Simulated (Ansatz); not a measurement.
Energy profile

The step: GeNH₅ ([NH2][GeH3]) + H₂S → GeH₄S ([SH][GeH3]) + NH₃; bonds formed: Ge1–S7, N2–H6; bonds broken: Ge1–N2, H6–S7 (atoms numbered as in the saddle structure below).

```
10
angstrom
Ge -1.0117 0.4517 -0.1129
N 0.2031 -0.9216 0.6433
H -1.4696 0.0650 -1.5117
H -2.1928 0.1121 0.8582
H -0.5606 1.8638 0.2323
H 1.0281 -0.7313 -0.0444
S 1.5439 0.4465 -1.5306
H 0.4615 -0.7399 1.6088
H -0.1607 -1.8681 0.5750
H 2.1586 1.3217 -0.7178
```

Electronic energies by CCSD(T) at an estimated basis limit (MP2 extrapolated from triple and quadruple zeta, plus CCSD(T) − MP2 in triple zeta), on PBE0-D4/def2-TZVP structures; GeNH7S, singlet; no counterpoise correction. Program: Ansatz 0.2.0. Basis: def2-TZVPP and def2-QZVPP. Cores are frozen in the correlated methods. Filled d shells of the heavier atoms are correlated. The def2 sets are not built for correlating such inner shells, so the correlated values are less sure here. Extrapolation: Hartree–Fock as exp(−7.88 √X), correlation as X^−2.97.

Give the profile in kJ/mol, counted from the separated reactants. (To be estimated.)

The calculation gives:
```json
{"point": "separated: GeNH5 (linked as [NH2][GeH3]; Ge1, N2, H3, H4, H5, H8, H9; singlet) + H2S (H6, S7, H10; singlet)", "kJ/mol": "0.0"}
{"point": "start structure", "kJ/mol": "-14.4"}
{"point": "saddle", "kJ/mol": "59.2"}
{"point": "end structure", "kJ/mol": "-63.0"}
{"point": "separated: GeH4S (linked as [SH][GeH3]; Ge1, H3, H4, H5, S7, H10; singlet) + NH3 (N2, H6, H8, H9; singlet)", "kJ/mol": "-47.3"}
```

The T1 diagnostic stays at or below 0.012.

Exchanges of this kind with a chalcogen hydride build sulfide and selenide films.

For scale, one of the runs: CCSD(T)/def2-TZVPP, 219 basis functions (an equivalent command: `ansatz run in.yaml --threads 4`). Time: 87 s of wall clock on 4 CPU threads; the host was shared. Peak host memory: 3.2 GiB.
